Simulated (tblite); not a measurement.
A geometry optimisation, step by step.

Species: C₅H₉O₃ (doublet state).
Atom-mapped SMILES: `[CH3:1][O:2][C@@H:3]1[O:4][CH2:5][O:6][C:7]1[CH3:8]` (hydrogens: H9, H10, H11 on C1; H12 on C3; H13, H14 on C5; H15, H16, H17 on C8)

Computed with GFN2-xTB (tblite), gas phase: L-BFGS steps from a force-field or distance-geometry start until the largest atomic force falls under 0.01 eV/Å. 5 of its 171 geometries are shown.

Step 0: E = -744.7164 eV, largest atomic force 2.486 eV/Å
```
atom  x, y, z in Å  |  force x, y, z in eV/Å
C1      2.368   -0.698   -0.149    1.011   0.526  -0.457
O2      1.092   -0.873    0.413    1.091  -0.681   0.334
C3      0.321    0.108   -0.070   -0.899   0.033  -0.490
O4     -0.213    0.996    0.886    0.774   1.542   0.469
C5     -0.927    1.798   -0.015    0.459  -0.859   0.163
O6     -1.732    0.853   -0.666   -0.436   0.178  -1.281
C7     -0.996   -0.354   -0.676   -1.382   0.706   1.942
C8     -1.696   -1.234    0.371    0.028  -1.040  -0.575
H9      2.283   -0.769   -1.260    0.256  -0.224   0.502
H10     2.712    0.345    0.071    0.153  -0.731   0.019
H11     3.109   -1.418    0.218   -0.513   0.081   0.067
H12     0.868    0.773   -0.775    0.083  -0.514  -0.225
H13    -0.159    2.144   -0.736   -0.463   0.934  -0.113
H14    -1.483    2.600    0.442   -0.276  -0.057   0.179
H15    -1.047   -2.096    0.616   -0.546   0.321  -0.282
H16    -2.704   -1.538    0.030    0.670   0.056   0.187
H17    -1.804   -0.625    1.288   -0.009  -0.273  -0.440
```

Step 42: E = -746.3074 eV, largest atomic force 0.104 eV/Å
```
atom  x, y, z in Å  |  force x, y, z in eV/Å
C1      2.413   -0.692    0.110    0.018  -0.017  -0.006
O2      1.035   -0.631    0.401   -0.011   0.019   0.028
C3      0.273    0.162   -0.450   -0.011  -0.021   0.002
O4      0.411    1.550   -0.183   -0.045   0.004  -0.010
C5     -0.865    2.091    0.009   -0.012   0.004   0.017
O6     -1.781    1.056    0.205    0.024  -0.014  -0.009
C7     -1.183   -0.112   -0.219   -0.023  -0.009  -0.032
C8     -1.696   -1.410    0.275   -0.031  -0.004   0.006
H9      2.575   -0.935   -0.945    0.007   0.009  -0.068
H10     2.918    0.247    0.345   -0.017   0.035   0.005
H11     2.802   -1.496    0.729    0.086  -0.001   0.058
H12     0.590   -0.019   -1.500    0.022  -0.027  -0.008
H13    -1.160    2.678   -0.883    0.009   0.014   0.002
H14    -0.870    2.747    0.889    0.036  -0.008   0.012
H15    -0.930   -2.164    0.121   -0.023  -0.003   0.016
H16    -2.604   -1.708   -0.251   -0.026   0.041  -0.016
H17    -1.936   -1.351    1.339   -0.004  -0.022   0.002
```

Step 85: E = -746.3957 eV, largest atomic force 0.107 eV/Å
```
atom  x, y, z in Å  |  force x, y, z in eV/Å
C1      2.441   -0.418    0.192   -0.025  -0.001   0.018
O2      1.060   -0.485    0.478   -0.076   0.007  -0.003
C3      0.233   -0.004   -0.556   -0.038  -0.004  -0.006
O4      0.332    1.393   -0.735    0.045   0.014   0.000
C5     -0.679    1.970    0.039   -0.021   0.015   0.028
O6     -1.726    1.044    0.148    0.087  -0.024  -0.057
C7     -1.213   -0.185   -0.217    0.012   0.001   0.069
C8     -1.884   -1.430    0.211    0.026  -0.010  -0.082
H9      2.674   -0.957   -0.734   -0.015   0.009   0.003
H10     2.780    0.619    0.099   -0.039  -0.031  -0.018
H11     2.937   -0.897    1.032    0.041   0.002   0.015
H12     0.537   -0.479   -1.506    0.002   0.031  -0.020
H13    -1.022    2.882   -0.461   -0.044  -0.019  -0.001
H14    -0.315    2.218    1.054    0.011  -0.016  -0.005
H15    -1.278   -2.271   -0.106    0.011  -0.056   0.002
H16    -2.874   -1.512   -0.242    0.019   0.041   0.038
H17    -2.011   -1.476    1.295    0.004   0.041   0.018
```

Step 128: E = -746.4113 eV, largest atomic force 0.036 eV/Å
```
atom  x, y, z in Å  |  force x, y, z in eV/Å
C1      2.412   -0.448    0.233    0.018   0.005   0.001
O2      1.025   -0.466    0.495    0.010  -0.007   0.017
C3      0.245    0.024   -0.568   -0.007  -0.017   0.014
O4      0.339    1.426   -0.715    0.020   0.001   0.000
C5     -0.711    1.978    0.026    0.005   0.004  -0.014
O6     -1.744    1.034    0.082   -0.012   0.011   0.016
C7     -1.207   -0.182   -0.282   -0.013   0.011  -0.032
C8     -1.836   -1.433    0.189    0.004  -0.012  -0.013
H9      2.656   -1.118   -0.600    0.003   0.008   0.014
H10     2.751    0.564   -0.009    0.006   0.008   0.003
H11     2.898   -0.793    1.143   -0.003  -0.011  -0.004
H12     0.596   -0.427   -1.512   -0.020   0.021  -0.014
H13    -1.055    2.889   -0.476   -0.011   0.004  -0.003
H14    -0.390    2.219    1.057    0.006  -0.018  -0.009
H15    -1.472   -2.265   -0.409   -0.024   0.001   0.027
H16    -2.918   -1.356    0.096    0.019   0.000   0.009
H17    -1.597   -1.634    1.240    0.001  -0.009  -0.012
```

Step 170: E = -746.4149 eV, largest atomic force 0.010 eV/Å
```
atom  x, y, z in Å  |  force x, y, z in eV/Å
C1      2.404   -0.426    0.267   -0.001   0.002  -0.001
O2      1.011   -0.483    0.489    0.004  -0.003   0.000
C3      0.246    0.008   -0.584    0.003   0.001  -0.002
O4      0.348    1.409   -0.733   -0.003   0.000  -0.004
C5     -0.705    1.968   -0.001   -0.001  -0.003   0.002
O6     -1.742    1.029    0.053    0.000   0.003  -0.002
C7     -1.212   -0.192   -0.310    0.002   0.004  -0.002
C8     -1.836   -1.435    0.191   -0.004   0.005   0.000
H9      2.684   -1.045   -0.594   -0.001  -0.001   0.004
H10     2.732    0.602    0.090   -0.001   0.001   0.001
H11     2.871   -0.815    1.169    0.003  -0.002  -0.002
H12     0.602   -0.443   -1.526    0.002  -0.001  -0.001
H13    -1.044    2.879   -0.507   -0.002  -0.005  -0.001
H14    -0.387    2.209    1.030    0.001   0.001   0.004
H15    -1.681   -2.244   -0.521   -0.001   0.003   0.001
H16    -2.901   -1.268    0.329    0.006  -0.007   0.004
H17    -1.398   -1.741    1.147   -0.007   0.001  -0.002
```

**Question.** Summarise the path.

**Answer.** The energy falls by 39.17 kcal/mol from step 0 to step 170; nine tenths of that is first reached at step 31. It never rises by more than 0.2 meV. The largest force goes from 2.486 to 0.010 eV/Å. Among the bonds O2–C3 changes most, from 1.337 to 1.406 Å; the atoms move by 0.946 Å rms after alignment.

What follows is the cost of the whole relaxation. Time: 1.1 s of wall time. Hardware: one thread of an Arm Neoverse V1, shared host.
